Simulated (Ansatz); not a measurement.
Ansatz (a quantum-chemistry and plane-wave program) input for C2H7OSi, SMILES [SiH](C)(C)[O], multiplicity 2, CAM-B3LYP/def2-TZVPD. The structure is a stationary point at B3LYP-D3(BJ)/def2-SVP. The isomer is the one that the SMILES or the coordinates give; other isomers of the formula were not compared.

Ansatz 0.2 input:
```yaml
crystal:
  periodic: [false, false, false]
  atoms:
    - {symbol: C, position_ang: [-1.42716264, -1.04182674, -0.10414484]}
    - {symbol: Si, position_ang: [-0.05977574, 0.22529283, -0.32214524]}
    - {symbol: C, position_ang: [1.64171384, -0.53079845, 0.00994230]}
    - {symbol: O, position_ang: [-0.14447796, 1.43542752, 0.84551727]}
    - {symbol: H, position_ang: [-1.33063205, -1.84113129, -0.85816597]}
    - {symbol: H, position_ang: [-1.37871779, -1.49663243, 0.89777884]}
    - {symbol: H, position_ang: [-2.42101550, -0.58277794, -0.22661754]}
    - {symbol: H, position_ang: [-0.10045747, 0.79678002, -1.70223076]}
    - {symbol: H, position_ang: [1.68114184, -0.96679763, 1.01927791]}
    - {symbol: H, position_ang: [2.44072311, 0.21846491, -0.08813550]}
    - {symbol: H, position_ang: [1.81433456, -1.32967419, -0.73079673]}
basis:
  gaussian:
    orbitals: def2-TZVPD
hamiltonian:
  xc: {name: CAM-B3LYP}
magnetization: {spin_polarized: true, initial_magnetization: 1}
```

Program output:

```
WARN ansatz: RAYON_NUM_THREADS=2 ignored (pool sized by the plan → 2); use --threads N
Functional definition: CAM-B3LYP
integrals: 0.16 GiB planned
1173 factors; their error is unknown
integrals: 0.20 GiB planned
539 factors; integrals over basis functions are off by at most 3.7e-5 eV
mean field: 2.17 GiB planned
mean field evaluation 1: about -12100.3893 eV, gradient 5.2e1 eV
mean field evaluation 2: about -12087.3333 eV, gradient 7.8e1 eV
mean field evaluation 4: about -12112.1764 eV, gradient 7.0e0 eV
mean field evaluation 8: about -12112.5522 eV, gradient 2.2e-1 eV
mean field evaluation 16: about -12112.6089 eV, gradient 1.9e0 eV
mean field evaluation 32: about -12112.5600 eV, gradient 2.0e-1 eV
mean field -12112.61914149 eV, -445.1305432217 hartree, gradient 5.1e-6 eV, S^2 0.754361; 2 other end points of the search recorded, 0 dependent functions left out
reference -12112.61929489 eV, -445.1305488588 hartree; 21, 20 occupied and 199, 200 virtual orbitals, 1173 factors
Total energy: -12112.61929489 eV, -445.1305488588 hartree
```

The run converged.

Cost: about 60 core-seconds (a rough figure).
